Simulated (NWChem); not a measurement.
System: CdH$_{2}$SeO; SMILES [OH][Cd][SeH]

Input file for NWChem:

```
start job
memory heap 200 mb stack 900 mb global 1100 mb
geometry units angstroms noautoz
  Cd    -0.520943     0.445862    -0.047127
  O     -1.038933     2.333892    -0.272149
  H     -0.726789     2.877770     0.460193
  Se     0.032947    -1.920346     0.187553
  H      1.312223    -1.736783    -0.519385
end
basis spherical
  * library sto-3g
end
dft
  xc xtpss03 ctpss03
  iterations 150
  mulliken
end
task dft energy
```

Coordinates come from a PBE0/def2-SVP (def2 core potentials past Kr) optimisation.

Question: What results follow from this input? (TPSS/STO-3G, non-relativistic.) Quantities: basis functions; energy (Ha); highest occupied level (eV); orbital gap (eV); dipole (D).

Answer: 
```yaml
number_of_basis_functions: 52
energy (Ha): -7863.53
highest occupied level (eV): -1.84
orbital gap (eV): 5.10
dipole (D): 2.13
```
